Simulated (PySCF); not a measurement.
C5H4FO2 (charge -1).
SMILES with atom numbers: `[CH:1]#[C:2][C@H:3]([CH2:4][F:5])[C:6](=[O:7])[O-:8]` (hydrogens: H9 on C1; H10 on C3; H11, H12 on C4)

Computed geometry: GFN2-xTB, gas phase.

Question: List the bond lengths, angles and torsions at this level.

Answer: 
```json
{"bond": "C1≡C2", "length (Å)": "1.201"}
{"bond": "C2–C3", "length (Å)": "1.433"}
{"bond": "C3–C4", "length (Å)": "1.511"}
{"bond": "C4–F5", "length (Å)": "1.398"}
{"bond": "C3–C6", "length (Å)": "1.655"}
{"bond": "C6=O7", "length (Å)": "1.225"}
{"bond": "C6–O8", "length (Å)": "1.227"}
{"bond": "C1–H9", "length (Å)": "1.049"}
{"bond": "C3–H10", "length (Å)": "1.094"}
{"bond": "C4–H11", "length (Å)": "1.093"}
{"bond": "C4–H12", "length (Å)": "1.095"}
```

A selection of angles:
```json
{"angle": "C1–C2–C3", "degrees": "178.0"}
{"angle": "C2–C3–C4", "degrees": "112.6"}
{"angle": "C2–C3–C6", "degrees": "108.2"}
{"angle": "C4–C3–C6", "degrees": "107.3"}
{"angle": "C3–C4–F5", "degrees": "113.1"}
{"angle": "C3–C6–O7", "degrees": "113.6"}
{"angle": "C3–C6–O8", "degrees": "114.3"}
{"angle": "O7–C6–O8", "degrees": "132.1"}
```

Dihedral angles: C2–C3–C4–F5 67° (synclinal); C2–C3–C6–O7 -92° (anticlinal).

The 4 C–C bonds span 1.201 Å (C1≡C2, drawn triple) to 1.655 Å (C3–C6, drawn single), a spread of 0.454 Å. Of the pairs four or more bonds apart, O8···H11 is among the closest relative to their van der Waals radii: 2.55 Å, 94 % of the sum of Bondi's values. C6 (carboxylate carbon) is planar (angles 132.1°, 114.3° and 113.6°, sum 360.0°, 0.01 Å off the plane of its three neighbours).

Point group: C1 (no symmetry element, even within 0.4 Å). Not checked by GFN2-xTB frequencies.

One conformer stands for the species.
